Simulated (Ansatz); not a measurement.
Single points on Si₁₃H₂₀, a cluster cut from cubic silicon.

```yaml
crystal:
  periodic: [false, false, false]
  atoms:
    - {symbol: Si, position_ang: [0.657529, -3.383954, 0.520428]}
    - {symbol: Si, position_ang: [-2.248487, 2.249100, -2.156156]}
    - {symbol: Si, position_ang: [0.815054, -0.814747, -2.266517]}
    - {symbol: Si, position_ang: [-2.026165, -0.677729, 0.419628]}
    - {symbol: Si, position_ang: [0.633181, -0.634016, 3.205140]}
    - {symbol: Si, position_ang: [0.676838, 2.026070, 0.420574]}
    - {symbol: Si, position_ang: [3.383878, -0.655977, 0.520817]}
    - {symbol: Si, position_ang: [-3.450772, 0.697999, -0.850914]}
    - {symbol: Si, position_ang: [-0.657796, -2.052942, -0.911175]}
    - {symbol: Si, position_ang: [2.006857, -2.006338, 1.873766]}
    - {symbol: Si, position_ang: [-0.699220, 3.451258, -0.848746]}
    - {symbol: Si, position_ang: [2.052309, 0.658621, -0.910835]}
    - {symbol: Si, position_ang: [-0.694513, 0.693550, 1.790452]}
    - {symbol: H, position_ang: [1.532731, -4.301933, -0.297449]}
    - {symbol: H, position_ang: [-0.234237, -4.232298, 1.393473]}
    - {symbol: H, position_ang: [-3.220271, 3.220674, -2.782144]}
    - {symbol: H, position_ang: [-1.530693, 1.532820, -3.269537]}
    - {symbol: H, position_ang: [1.775152, -1.774079, -2.929246]}
    - {symbol: H, position_ang: [0.074574, -0.074575, -3.349807]}
    - {symbol: H, position_ang: [-2.866443, -1.576861, 1.299038]}
    - {symbol: H, position_ang: [-0.244914, -1.487062, 4.086941]}
    - {symbol: H, position_ang: [1.485279, 0.244315, 4.087625]}
    - {symbol: H, position_ang: [1.575858, 2.865851, 1.300577]}
    - {symbol: H, position_ang: [4.302575, -1.530601, -0.296869]}
    - {symbol: H, position_ang: [4.231480, 0.236209, 1.394161]}
    - {symbol: H, position_ang: [-4.343880, -0.137862, -1.735545]}
    - {symbol: H, position_ang: [-4.327282, 1.474723, 0.102225]}
    - {symbol: H, position_ang: [-1.529306, -2.937766, -1.773271]}
    - {symbol: H, position_ang: [2.872513, -2.871491, 2.762064]}
    - {symbol: H, position_ang: [0.136278, 4.346262, -1.731869]}
    - {symbol: H, position_ang: [-1.477198, 4.325854, 0.105162]}
    - {symbol: H, position_ang: [2.936696, 1.530740, -1.772787]}
    - {symbol: H, position_ang: [-1.597625, 1.596164, 2.600807]}
basis:
  gaussian: {orbitals: def2-TZVP, fitting: {mean_field: def2-universal-jkfit}, initial_orbitals: start.molden}
hamiltonian: {xc: r2scan, dispersion: d4}
scf: {omitted_lower_state_checks: [starts]}
output: {orbitals: {seedname: orbitals}}
```

The file start.molden holds the orbitals of an earlier run on this structure, at another level or in another basis.

```sh
$ ansatz run in.yaml --threads 2 --pin off --events-out ev --progress --plain --max-ram 32768MiB --backend cuda --devices 0, --max-vram 18GiB
```

Shortened log:

```
Functional definition: r2SCAN
2024 factors; integrals over basis functions are off by at most 6.0e-1 eV
mean field evaluation 1: about -102731.6032 eV, gradient 1.5e1 eV
mean field evaluation 2: about -102731.7419 eV, gradient 2.3e-1 eV
mean field evaluation 4: about -102731.7253 eV, gradient 4.9e-4 eV
mean field -102731.72533711 eV, -3775.3212720742 hartree, gradient 2.0e-5 eV, S^2 0.000000; 0 other end points of the search recorded, 0 dependent functions left out
reference -102731.72536561 eV, -3775.3212731216 hartree; 101, 101 occupied and 500, 500 virtual orbitals, 2024 factors
Total energy: -102732.26695735 eV, -3775.3411762509 hartree
Checks for a lower state left out: starts
```

Run time 8 s (2 threads of AMD EPYC 7R13 on a shared host and a share (18 GiB) of an NVIDIA H100 80GB HBM3), peak host memory 1.1 GiB.

First input, but with `gaussian: {orbitals: def2-SVP, initial_orbitals: start.molden}`, `hamiltonian: {xc: pbe0, dispersion: d4}` (abridged; 5.5 s):

```
Functional definition: PBE0
mean field -102662.97706818 eV, -3772.7948197904 hartree, gradient 1.1e-5 eV, S^2 0.000000
Total energy: -102664.73595049 eV, -3772.8594575230 hartree
Checks for a lower state left out: starts
```

First input, but with `gaussian: {orbitals: STO-3G}`, `hamiltonian: {xc: hf}` (abridged; 7 s):

```
Functional definition: HF
mean field -101356.48116470 eV, -3724.7819809124 hartree, gradient 6.6e-5 eV, S^2 0.000000
Total energy: -101356.48116470 eV, -3724.7819809124 hartree
Checks for a lower state left out: starts
```

First input, but with `gaussian: {orbitals: def2-TZVP, initial_orbitals: start.molden}`, `hamiltonian: {xc: pbe}`, `correlation: {method: rpa}` and without the key `output` (abridged; 11 s):

```
Functional definition: PBE
mean field -102687.54396177 eV, -3773.6976364780 hartree, gradient 5.7e-6 eV, S^2 0.000000
65 core orbitals not correlated: weight in the atoms' cores, before any rotation towards them, 1.000 or more for the frozen orbitals, at most 0.000 for the correlated occupied ones
Total energy: -102604.19961828 eV, -3770.6347883474 hartree
Checks for a lower state left out: starts
```

First input, but with `gaussian: {orbitals: def2-SVP, initial_orbitals: start.molden}`, `hamiltonian: {xc: pbe, dispersion: d4}` (abridged; 9.5 s):

```
Functional definition: PBE
mean field -102652.12980697 eV, -3772.3961902936 hartree, gradient 1.3e-5 eV, S^2 0.000000
Total energy: -102654.07641433 eV, -3772.4677267945 hartree
Checks for a lower state left out: starts
```

Geometry: PBE-D4/def2-SVP.

Correlated methods freeze 65 core orbitals. Single mean-field runs in def2-TZVP are fitted with def2-universal-jkfit.
